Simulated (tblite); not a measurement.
Species: C3H6NSSi (doublet state).
Z-matrix (Å and degrees, GFN2-xTB geometry), rows numbered from 1:
```
C 
C   1  1.5239
Si  2  1.8973  1  112.62
S   3  2.1705  2  110.30  1  -171.51
C   3  1.8493  2  113.90  1   -48.36
N   5  1.1514  3  170.63  2   126.39
H   1  1.0884  2  110.35  3   179.42
H   1  1.0878  2  110.80  3    59.54
H   1  1.0878  2  110.99  3   -60.60
H   2  1.0917  1  109.74  3   122.35
H   2  1.0937  1  109.45  3  -120.98
H   4  1.3242  3   95.51  2   168.68
```

Calculated harmonic vibrations of the isolated species, GFN2-xTB (tblite), most abundant isotopes, no scaling. Against measured fundamentals such values can be off by several per cent, at times by over 20. Modes of hydrogen on sulfur can be 10 to 20 % off. One conformer, not necessarily the lowest. Open shells enter through the occupations alone, without spin polarisation, and single modes of such species can be off by tens of per cent.

Harmonic wavenumbers (cm⁻¹): 42.5, 75.7, 93.4, 118.6, 136.1, 233.1, 265.1, 311.8, 329.3, 475.0, 631.8, 684.6, 729.1, 762.5, 980.8, 1022.8, 1076.7, 1225.9, 1273.1, 1424.7, 1462.0, 1505.2, 1507.7, 2252.3, 2472.1, 2943.7, 2975.8, 3025.3, 3032.5, 3039.7.

A = 2436, B = 1745, C = 1063 MHz; mass 115.999 u (most abundant isotopes); point group C1, symmetry number 1; spin multiplicity 2.

Question: Zero-point energy?

Answer: ½Σν̃ = 18054 cm⁻¹ = 215.98 kJ/mol.

Question: Entropy at 298.15 K, 1 bar (ideal gas, RRHO, classical rotation)?

Answer: Translation 168.14, rotation 119.89, vibration 113.56, spin (R ln 2) 5.76: S = 407.4 J/(mol K).

Question: And Cp and H(298.15 K) − H(0)?

Answer: Cp = 129.09 J/(mol K), of which vibrations give 95.83 (their classical limit is 30 R = 249.4); H(298.15 K) − H(0) = 26.62 kJ/mol without the zero-point energy, 16.70 from vibrations.

Question: Blend soft modes into free rotors: weight 1/[1 + (100 cm⁻¹/ν̃)⁴] for the oscillator and the rest for a rotor with moment μB/(μ + B), μ = h/(8π²ν), B = 10⁻⁴⁴ kg m². What vibrational entropy results?

Answer: 102.61 J/(mol K) in place of 113.56, which changes −T·S at 298.15 K by +3.26 kJ/mol.

Question: Which modes carry the vibrational entropy at 298.15 K?

Answer: 42.5 cm⁻¹: 21.50; 75.7 cm⁻¹: 16.73; 93.4 cm⁻¹: 15.01; 118.6 cm⁻¹: 13.07; 136.1 cm⁻¹: 11.96; 233.1 cm⁻¹: 7.76 J/(mol K); the other 24 give 27.53 together.

Question: What must be added to the electronic energy to get the Gibbs energy at 298.15 K and 1 bar?

Answer: ZPE + [H(298.15 K) − H(0)] − T·S = 215.98 + 26.62 − 121.45 = 121.15 kJ/mol.

Hindered rotation and anharmonicity are outside this model. Other conformers, if any are populated, would add a mixing term that is left out. The structure is chiral; the term R ln 2 for an equal mix with its mirror image is left out.

Hardware: an Arm Neoverse V1 with one thread, shared host. Cost: 0.36 s of wall time. This covers the Hessian and the dipole derivatives.
